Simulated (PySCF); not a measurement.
## Zn²⁺ (zinc, charge +2) across methods

[Ar] 3d10, closed-shell 1S. Calculation: PySCF 2.14, in aug-cc-pVTZ-DK (8s7p5d3f2g, 93 functions); the spin-free X2C one-electron Hamiltonian (Gaussian nucleus). The B2PLYP total includes its PT2 part (frozen core); its orbital energies are those of the SCF part.

```json
{"method": "M06", "E (hartree)": "-1794.908", "mean ε 3s (eV)": "-158.65", "mean ε 3p (eV)": "-110.67", "mean ε 3d (eV)": "-33.829", "Σ⟨r²⟩ (bohr²)": "15.06", "⟨S²⟩": "0.000"}
{"method": "revPBE", "E (hartree)": "-1794.807", "mean ε 3s (eV)": "-149.98", "mean ε 3p (eV)": "-104.16", "mean ε 3d (eV)": "-30.725", "Σ⟨r²⟩ (bohr²)": "15.30", "⟨S²⟩": "0.000"}
{"method": "PBE0", "E (hartree)": "-1794.655", "mean ε 3s (eV)": "-157.31", "mean ε 3p (eV)": "-109.96", "mean ε 3d (eV)": "-33.692", "Σ⟨r²⟩ (bohr²)": "15.12", "⟨S²⟩": "0.000"}
{"method": "PBE", "E (hartree)": "-1794.639", "mean ε 3s (eV)": "-150.00", "mean ε 3p (eV)": "-104.24", "mean ε 3d (eV)": "-30.849", "Σ⟨r²⟩ (bohr²)": "15.32", "⟨S²⟩": "0.000"}
{"method": "MN15", "E (hartree)": "-1796.130", "mean ε 3s (eV)": "-149.69", "mean ε 3p (eV)": "-107.89", "mean ε 3d (eV)": "-34.886", "Σ⟨r²⟩ (bohr²)": "15.15", "⟨S²⟩": "0.000"}
{"method": "r2SCAN", "E (hartree)": "-1794.865", "mean ε 3s (eV)": "-154.15", "mean ε 3p (eV)": "-106.77", "mean ε 3d (eV)": "-31.027", "Σ⟨r²⟩ (bohr²)": "15.14", "⟨S²⟩": "0.000"}
{"method": "LDA", "E (hartree)": "-1791.869", "mean ε 3s (eV)": "-149.48", "mean ε 3p (eV)": "-104.18", "mean ε 3d (eV)": "-31.231", "Σ⟨r²⟩ (bohr²)": "15.32", "⟨S²⟩": "0.000"}
{"method": "UHF", "E (hartree)": "-1793.36116", "mean ε 3s (eV)": "-178.18", "mean ε 3p (eV)": "-126.14", "mean ε 3d (eV)": "-41.394", "Σ⟨r²⟩ (bohr²)": "14.74", "⟨S²⟩": "0.000"}
```

Estimate the same row for B2PLYP.

E (hartree) = -1794.621; mean ε 3s (eV) = -165.09; mean ε 3p (eV) = -116.03; mean ε 3d (eV) = -36.650; Σ⟨r²⟩ (bohr²) = 15.01; ⟨S²⟩ = 0.000.
